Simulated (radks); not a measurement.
Results of a calculation; reference values are marked as such.
Ionisation of the argon ion Ar+, [Ne] 3s2 3p5, to Ar2+, [Ne] 3s2 3p4, under several functionals. Non-relativistic Kohn-Sham, spin-polarised, spherical densities, point nucleus; open shells are filled with parallel spins first; a radial shooting solver on a logarithmic mesh with Libxc functionals.

| functional | E(Ar+) (hartree) | Exc (hartree) | IE (eV) | -e(HOMO) (eV) | <r> HOMO (bohr) | IE error (eV) |
|---|---|---|---|---|---|---|
| MS2 meta-GGA | -526.94886 | -30.49279 | 27.755 | 21.748 | 1.560 | +0.126 |
| B86b exchange with PBE correlation | -526.94680 | -30.47711 | 27.736 | 21.596 | 1.561 | +0.106 |
| BP86 | -527.01463 | -30.54603 | 27.825 | 21.671 | 1.559 | +0.196 |
| HCTH/407 | -527.04999 | -30.61922 | 27.879 | 21.806 | 1.560 | +0.249 |
| revPBE | -526.87818 | -30.40805 | 27.660 | 21.530 | 1.561 | +0.031 |
| SOGGA | -525.90675 | -29.40931 | 27.558 | 21.429 | 1.561 | -0.072 |
| BLYP | -526.97490 | -30.50127 | 27.586 | 21.432 | 1.566 | -0.043 |
| AM05 | -525.49736 | -28.98713 | 27.666 | 21.517 | 1.561 | +0.036 |
| LDA (Slater exchange, Perdew-Zunger correlation) | -525.35167 | -28.83332 | 27.928 | 21.736 | 1.562 | +0.298 |

NIST Atomic Spectra Database: 27.630 eV (measured). Closest: revPBE. The Delta-SCF values span 0.37 eV, the total energies 1.70 hartree. The highest occupied level is 3p. Open shells are spherical and high-spin; term and fine-structure splittings are not resolved.
